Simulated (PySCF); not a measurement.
Isomers of C8H18O, one conformer each; single-point electronic energies without zero-point terms and without any empirical dispersion term.

Computed with PySCF at PBE0/pcSseg-1, non-relativistic, each on one gas-phase PBE0-D3(BJ)/def2-SVP geometry that isn't relaxed in the solvent. The solvent is an IEF-PCM continuum (cavity from Bondi-type radii × 1.2). Specific hydrogen bonds and non-electrostatic terms are outside this model.

```csv
isomer,"relative energy, gas (kcal/mol)",dipole (D)
`CCCCCC[C@H](C)O`,0.0,1.67
`CCCCCCCCO`,2.8,1.55
```

How do the relative energies look in chloroform (ε = 4.711)?

```
           isomer  relative energy, solvent (kcal/mol)  E(solvent) − E(gas) (kcal/mol)  dipole in solvent (D)
`CCCCCC[C@H](C)O`                                  0.0                            -3.4                   1.96
      `CCCCCCCCO`                                  2.8                            -3.3                   1.85
```

The order is unchanged. Conformers: `[CH3:1][CH2:2][CH2:3][CH2:4][CH2:5][CH2:6][C@H:7]([CH3:8])[OH:9]` with C1–C2–C3–C4 180°, C2–C3–C4–C5 180°, C3–C4–C5–C6 180°, C4–C5–C6–C7 -175°, C5–C6–C7–C8 -63°; `[CH3:1][CH2:2][CH2:3][CH2:4][CH2:5][CH2:6][CH2:7][CH2:8][OH:9]` with C1–C2–C3–C4 180°, C2–C3–C4–C5 180°, C3–C4–C5–C6 180°, C4–C5–C6–C7 180°, C5–C6–C7–C8 -175°. The gains span 0.1 kcal/mol, the gas-phase energies 2.8 kcal/mol.
